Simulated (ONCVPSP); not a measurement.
**Before and after: ONCV potential for neon (Ne)**

Ne, optimised norm-conserving Vanderbilt (ONCV), made with ONCVPSP 4.0.1 (PBE, non-relativistic). Core [He], reference 2s2 2p6. Waves: 2s: rc 0.55 bohr, ncon 3, nbas 8, qcut 14.5 1/bohr, 1 projector; 2p: rc 0.95 bohr, ncon 4, nbas 8, qcut 12.2 1/bohr, 2 projectors, debl 1.4 Ha. Local part: polynomial inside 0.50 bohr (lpopt 5, dvloc0 4 Ha). Core correction: Teter function, fcfact 3, rcfact 1.45.

All-electron outer shells of the reference configuration (PBE, non-relativistic, ld1.x):

```json
{"shell": "1s", "level (eV)": "-829.66", "outermost node (bohr)": "–", "outermost maximum (bohr)": "0.10"}
{"shell": "2s", "level (eV)": "-36.28", "outermost node (bohr)": "0.22", "outermost maximum (bohr)": "0.69"}
{"shell": "2p", "level (eV)": "-13.35", "outermost node (bohr)": "–", "outermost maximum (bohr)": "0.62"}
```

Change: scalar-relativistic.

Cutoffs: the cutoffs (Ha) at which the residual kinetic energy of the hardest occupied pseudo-wave falls to 1 and 0.1 mHa per electron; they do not see the model core or the augmentation charge, which bear on the density cutoff. Errors are all-electron minus pseudo energies relative to the spin-unpolarised reference configuration.

How do hardness, ghosts and transferability respond?

The potential gets neither clearly harder nor softer (77 Ha and 93 Ha → 77 Ha and 93 Ha); of the 4 tests that both files solve, the error grows in 0 and shrinks in 2 by more than 15 % and 0.3 meV (median size 40.7 → 35.7 meV); neither file shows a bound ghost.

```tsv
quantity	base	changed
cutoff, loose	77 Ha	77 Ha
cutoff, tight	93 Ha	93 Ha
loose cutoff by channel	s 77 Ha, p 62 Ha	s 77 Ha, p 62 Ha
bound ghosts	none	none
GHOST(+) flags under 300 eV	none	none
error for 2s2 2p5, meV [ΔE 22.49 → 22.48 eV]	+9.1	+6.3
error for 2s2 2p4, meV [ΔE 65.77 → 65.74 eV]	+72	+65
error for 2s2 2p3, meV [ΔE 133.21 → 133.17 eV]	+286	+272
error for 2s2 2p5.5, meV [ΔE 8.88 → 8.87 eV]	+1.5	+0.3
s: phases at 0.56 bohr within 0.05 rad from the reference energy up to (Ha; the scan ends near 5)	to the end of the scan	to the end of the scan
p: phases at 0.96 bohr within 0.05 rad from the reference energy up to (Ha; the scan ends near 5)	to the end of the scan	to the end of the scan
rms error of d²Exc/dni dnj with the model core, mHa	1.54	1.54
```
